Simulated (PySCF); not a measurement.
Radial density of Rb (rubidium, neutral)

CAM-B3LYP, [Kr] 4d1, 2D determinant (an excited configuration). Calculation: PySCF 2.14, in x2c-QZVPPall; the spin-free X2C one-electron Hamiltonian (Gaussian nucleus).

```json
{"r (bohr)": "0.0416", "4πr²ρ (e/bohr)": "41.82", "4πr²(ρα − ρβ)": "-0.0003"}
{"r (bohr)": "0.0701", "4πr²ρ (e/bohr)": "40.05", "4πr²(ρα − ρβ)": "-0.0007"}
{"r (bohr)": "0.118", "4πr²ρ (e/bohr)": "55.20", "4πr²(ρα − ρβ)": "0.0000"}
{"r (bohr)": "0.198", "4πr²ρ (e/bohr)": "39.28", "4πr²(ρα − ρβ)": "0.0042"}
{"r (bohr)": "0.333", "4πr²ρ (e/bohr)": "35.72", "4πr²(ρα − ρβ)": "0.0054"}
{"r (bohr)": "0.561", "4πr²ρ (e/bohr)": "29.99", "4πr²(ρα − ρβ)": "0.0016"}
{"r (bohr)": "0.943", "4πr²ρ (e/bohr)": "8.080", "4πr²(ρα − ρβ)": "-0.0003"}
{"r (bohr)": "1.59", "4πr²ρ (e/bohr)": "5.647", "4πr²(ρα − ρβ)": "0.0411"}
{"r (bohr)": "2.67", "4πr²ρ (e/bohr)": "1.246", "4πr²(ρα − ρβ)": "0.0937"}
{"r (bohr)": "4.49", "4πr²ρ (e/bohr)": "0.1771", "4πr²(ρα − ρβ)": "0.1457"}
{"r (bohr)": "7.55", "4πr²ρ (e/bohr)": "0.1225", "4πr²(ρα − ρβ)": "0.1224"}
{"r (bohr)": "12.7", "4πr²ρ (e/bohr)": "0.003179", "4πr²(ρα − ρβ)": "0.0032"}
```

Densities and radii are taken from the X2C orbitals without a picture-change correction, which distorts them close to the nucleus.
